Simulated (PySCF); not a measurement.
Potential energy of SnHg along the bond

Set-up: PySCF, scalar-relativistic core potentials, basis sets Sn cc-pVDZ-PP with ECP28, Hg cc-pVDZ-PP with ECP60. Energies in eV from Sn + Hg in their ground configurations at the same level. State: ³Σ⁻ (triplet), unpaired electrons π ↑↑.

All columns are BHandHLYP. A positive dipole means Sn(−)Hg(+).

```
R (Å)  E (eV)  μ (D)  Mulliken charge on Sn (basis-dependent)  HOMO (eV)  LUMO (eV)  Mayer bond order  ⟨S²⟩
2.474   0.242   1.38                                    -0.07      -5.63      -1.99              1.20  2.01
2.589  -0.022   1.38                                    -0.04      -5.58      -2.06              1.02  2.01
2.704  -0.164   1.36                                    -0.03      -5.54      -2.12              0.85  2.01
2.791  -0.219   1.34                                    -0.02      -5.52      -2.15              0.74  2.01
2.877  -0.245   1.31                                    -0.02      -5.50      -2.17              0.65  2.01
2.963  -0.252   1.27                                    -0.01      -5.49      -2.20              0.56  2.01
3.078  -0.243   1.21                                    -0.01      -5.49      -2.22              0.46  2.00
3.222  -0.216   1.11                                    -0.01      -5.49      -2.23              0.36  2.00
3.395  -0.175   0.98                                    -0.01      -5.50      -2.25              0.26  2.00
3.625  -0.125   0.80                                    -0.01      -5.52      -2.26              0.17  2.00
```

A fit through these points gives, at Re = 2.962 Å, μ = 1.28 D and dμ/dR = -0.496 D/Å; the reduced mass is 75.24 u.

How strong is the fundamental in the double-harmonic approximation, I = 42.26·(dμ/dR)²/μred km/mol?

I = 42.26·(-0.496)²/75.24 = 0.138 km/mol at BHandHLYP.

The bond is weak. Basis-set superposition, not corrected here, can be much of De in a small basis, most of all at correlated wavefunction levels. Functionals without a dispersion term scatter widely for such bonds, and LDA overbinds them. Spin–orbit coupling is left out, which matters for elements this heavy, above all for dissociation energies. The state was picked by a PBE0 search and need not be the measured ground state.
